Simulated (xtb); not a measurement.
C4H5, charge -1, singlet, at a GFN2-xTB geometry. Base run: GFN0-xTB (xtb).

Here is a job for xtb.
```
$ xtb mol.xyz --gfn 0 --chrg -1 --json

# file mol.xyz
9

C     -0.01348128     1.18155902     0.44895058
C      0.00640291    -1.09047136     0.32460397
C      0.75400431     0.06221722    -0.26521490
C     -0.75049844     0.04972316    -0.27751056
H     -0.01520664     2.09591209    -0.26903994
H     -0.00145211    -1.21255464     1.40980063
H      0.01870869    -2.05397794    -0.20208349
H      1.39180994    -0.01229614    -1.15053042
H     -1.37242485    -0.03525157    -1.17312134
```

Each row names what was changed in the base input (with any setting that the change needs).

```tsv
change	ΔE vs base (kJ/mol)	HOMO-LUMO gap (eV)
base	0.00	5.10
acc = 0.0001	0.00	5.10
acc = 30	0.00	5.10
etemp = 3000	-0.01	5.10
acc = 0.1	0.00	5.10
acc = 1000	0.00	5.10
```
